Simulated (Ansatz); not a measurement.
Ansatz results at the PBE0-D4/def2-TZVP geometry: HOMO–LUMO gap (ωB97M-V/def2-TZVPP) 11.36 eV; size of the dipole moment (B3LYP/def2-TZVPP) 1.86 D; size of the dipole moment (ωB97M-V/def2-TZVPP) 1.90 D.

Each molecule was computed in one conformer, which needn't be the lowest.

Which molecule gave them?
A. `C=C=COC`
B. `[SiH3][S][GaH][SiH3]`
C. `CC1(O)C=C1`
D. `C#CCOC`

C. The others give `[SiH3][S][GaH][SiH3]`: 9.48, 1.05, 1.13; `C=C=COC`: 10.68, 1.04, 1.05; `C#CCOC`: 12.32, 1.50, 1.51.

B3LYP here is the variant with VWN-RPA as its local correlation; programs differ in this.
